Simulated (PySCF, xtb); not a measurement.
BF3, SMILES F[B-](F)F, charge -1, multiplicity 2.

Harmonic wavenumbers (cm⁻¹) from GFN2-xTB (xtb) at its own minimum, in rising order: 337, 337, 461, 779, 779, 883.

Problem. What does B3LYP-D3(BJ)/def2-SVPD run with PySCF give at its own minimum? (An estimate is asked for; the answer gives what the named calculation found.)

Solution. 402, 402, 582, 812, 1031, 1031. Paired by order, the mean absolute difference is 114 cm⁻¹ and the zero-point energies are 5.1 and 6.1 kcal/mol.
